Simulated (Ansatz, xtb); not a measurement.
Molecule: sum formula NbO2F (charge -1, doublet). The spin state was set by rule; other spins were not relaxed. SMILES of the parent species: [O]=[Nb](=[O])[F]
Structure (B3LYP-D3(BJ)/def2-TZVP (Ansatz, a program for electronic structure) minimum search):
```xyz
4

Nb    -0.1000     0.0626     0.1035
O     -1.1755    -1.2568    -0.3473
O     -0.2136     1.4061    -1.0291
F      1.6901    -0.4180     0.7518
```
Charge -1, spin multiplicity 2.

Harmonic wavenumbers from GFN2-xTB (xtb, at its own minimum), cm⁻¹: 150, 161, 227, 332, 720, 737.

**Question.** Give the harmonic wavenumbers at B3LYP-D3(BJ)/def2-TZVP (Ansatz, finite differences of forces, unscaled).

**Answer.** 135, 200, 298, 574, 891, 932 cm⁻¹. Zero-point energy 4.3 kcal/mol.

**Question.** From these and the geometry, give the ideal-gas thermochemistry at 298.15 K and 1 atm (rigid rotor, harmonic oscillator).

**Answer.** Point group Cs, rotational symmetry number 1. Rotational constants 6.919, 4.986, 3.082 GHz. S(trans) 40.80, S(rot) 25.52, S(vib) 7.19, S(elec, spin only) 1.38, S 74.9 cal/(mol K). H(298) - H(0) 3.58 kcal/mol; G - E(el) -14.4 kcal/mol.
